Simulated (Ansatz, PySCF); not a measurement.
This Ansatz (an electronic-structure program) input computes a PBE0/def2-TZVPD energy:

Ansatz 0.2 input:
```yaml
crystal:
  periodic: [false, false, false]
  atoms:
    - {symbol: Pb, position_ang: [-0.00000000, -0.00000000, -0.75131942]}
    - {symbol: Br, position_ang: [0.00000000, 0.00000000, 1.76023406]}
basis:
  gaussian:
    orbitals: def2-TZVPD
hamiltonian:
  xc: {name: PBE0}
total_charge: 1
output: {forces: true}
```

Task: Write an input for the same energy in PySCF and say what it gives.

Result: 
```python
from pyscf import gto, scf, dft

mol = gto.M(
    atom='''
    Pb   -0.00000000   -0.00000000   -0.75131942
    Br    0.00000000    0.00000000    1.76023406
    ''',
    basis='def2-tzvpd',
    ecp='def2-tzvp',
    charge=1,
    spin=0,
    verbose=4,
)

mf = dft.RKS(mol, xc='pbe0').density_fit(auxbasis='def2-universal-jkfit')
mf.grids.level = 3
mf.conv_tol = 1e-9
mf.max_cycle = 100
mf.max_memory = 1500
mf.kernel()
if not mf.converged:
    mf = mf.newton()
    mf.kernel(mf.make_rdm1())
mf.analyze()
```
It gives -2766.52650 Eh, and Ansatz -2766.52646 Eh, a difference of 0.04 mEh, from the treatment of integrals and grids.
